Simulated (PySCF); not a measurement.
Correlation energy of La⁺ (lanthanum, charge +1)

[Xe] 5d1 6p1, one real determinant (an excited configuration). All numbers are calculated (PySCF 2.14, a scalar-relativistic core potential, in def2-TZVPPD with the def2 core potential (46 electrons)). Frozen: nothing; 10 electrons correlated.

```tsv
level	correlation energy (mhartree)
CCSD	-173.04
(T)	-4.93
CCSD(T)	-177.97
```

Diagnostics: T1 = 0.012, D1 = 0.0494, largest double amplitude 0.042.

The real determinant used has ⟨L²⟩ near 8 against 12 for a pure F term, so it mixes terms. Spin-orbit coupling, absent here, splits the open shell strongly.

Cost of the coupled-cluster step: about 6 core-seconds, for 10 correlated electrons.

The reference is one real determinant that mixes LS terms of this configuration.

The basis has no tight functions for the innermost shells, so their pair energies are far from complete.
